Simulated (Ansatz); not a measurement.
```yaml
crystal:
  periodic: [false, false, false]
  atoms:
    - {symbol: N, position_ang: [-1.382759, 0.339467, -0.552582]}
    - {symbol: C, position_ang: [0.027378, 0.644874, -0.365238]}
    - {symbol: Xx, position_ang: [0.846779, -0.687204, 0.825524]}
    - {symbol: H, position_ang: [-1.501895, -0.547242, -1.025662]}
    - {symbol: H, position_ang: [-1.836099, 1.043183, -1.122535]}
    - {symbol: H, position_ang: [0.619881, 0.706325, -1.289927]}
    - {symbol: H, position_ang: [0.117863, 1.613290, 0.134040]}
    - {symbol: H, position_ang: [0.566733, -2.096815, 0.267027]}
    - {symbol: H, position_ang: [0.253695, -0.587241, 2.239208]}
    - {symbol: H, position_ang: [2.371524, -0.479834, 0.893046]}
basis:
  gaussian: {orbitals: x2c-TZVPPall, point_charges: [{charge: 0.50, position_ang: [5.035, 0.133, 0.299]}]}
hamiltonian: {xc: {name: PBE0}, dispersion: d4}
output: {forces: true}
```

```sh
$ ansatz run in.yaml --threads 2 --pin off --events-out ev --progress --plain --max-ram 4352MiB
```

Shortened log:

```
Error: YAML parse error: error: line 6 column 16: `Xx` is not an element symbol (H … Og, case-exact)
 --> <input>:6:16
4 |     - {symbol: N, position_ang: [-1.382759, 0.339467, -0.552582]}
5 |     - {symbol: C, position_ang: [0.027378, 0.644874, -0.365238]}
6 |     - {symbol: Xx, position_ang: [0.846779, -0.687204, 0.825524]}
7 |     - {symbol: H, position_ang: [-1.501895, -0.547242, -1.025662]}
8 |     - {symbol: H, position_ang: [-1.836099, 1.043183, -1.122535]}
```

(1) What is wrong with this run?

## Answers

(1) An element symbol is wrong. The program refused the input.
